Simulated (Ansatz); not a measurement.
`BN([SiH3])[SiH3]` + `Cl[SiH]1N[SiH2]1` → `BN1[SiH2][SiH]1Cl` + `[SiH3]N[SiH3]`  (ligand exchange at a B–N bond)

Gas-phase electronic energies from Ansatz, PBE0-D4/def2-TZVP geometries. CCSD(T)/CBS is the MP2 limit (def2-TZVPP, def2-QZVPP) plus CCSD(T) − MP2 in def2-TZVPP, frozen cores. This one scheme is used for every species. Functionals use def2-TZVPP. B3LYP here is the variant with VWN-RPA as its local correlation; programs differ in this. HSE06 is defined as in plane-wave codes.

```
             level  ΔE (kcal/mol)  difference from CCSD(T)/CBS
       LDA (SPW92)            3.7                          1.1
            PBE-D4            2.3                         -0.3
         revPBE-D4            2.1                         -0.5
           BLYP-D4            1.3                         -1.3
         r2SCAN-D4            2.3                         -0.3
            B97M-V            1.7                         -0.9
           PBE0-D4            2.2                         -0.4
          B3LYP-D4            1.4                         -1.2
        r2SCANh-D4            2.3                         -0.3
        r2SCAN0-D4            2.3                         -0.3
          HSE06-D4            2.2                         -0.4
          BHLYP-D4            1.3                         -1.3
      CAM-B3LYP-D4            1.6                         -1.0
           ωB97M-V            2.5                         -0.1
            B2PLYP            1.6                         -1.0
          PBE-QIDH            2.4                         -0.2
               PBE            2.1                         -0.5
            r2SCAN            2.3                         -0.3
              PBE0            2.1                         -0.5
           r2SCANh            2.3                         -0.3
           r2SCAN0            2.3                         -0.3
             HSE06            2.1                         -0.5
             BHLYP            1.1                         -1.5
         CAM-B3LYP            1.5                         -1.1
           LC-ωPBE            2.5                         -0.1
       HF/def2-SVP            0.0                         -2.6
      MP2/def2-SVP            2.4                         -0.2
     CCSD/def2-SVP            2.3                         -0.3
  CCSD(T)/def2-SVP            2.5                         -0.1
     HF/def2-TZVPP            0.0                         -2.6
    MP2/def2-TZVPP            2.4                         -0.2
SCS-MP2/def2-TZVPP            2.1                         -0.5
   CCSD/def2-TZVPP            2.2                         -0.4
CCSD(T)/def2-TZVPP            2.5                         -0.1
     HF/def2-QZVPP            0.2                         -2.4
    MP2/def2-QZVPP            2.6                          0.0
SCS-MP2/def2-QZVPP            2.1                         -0.5
      HF/CBS(def2)            0.2                         -2.4
     MP2/CBS(def2)            2.6                          0.0
    CCSD/CBS(def2)            2.3                         -0.3
       CCSD(T)/CBS            2.6                            0
```

Largest T1 diagnostic among the species: 0.013.

In def2-TZVPP, CCSD(T) changes the Hartree–Fock value by +2.4 kcal/mol (the triples alone add +0.3 kcal/mol) and MP2 by +2.4 kcal/mol. Leaving LDA and LC-ωPBE aside and taking each functional with its dispersion term where it has one, the values spread over 1.2 kcal/mol, from BHLYP-D4 to ωB97M-V. LDA lies +1.6 kcal/mol from PBE without D4.
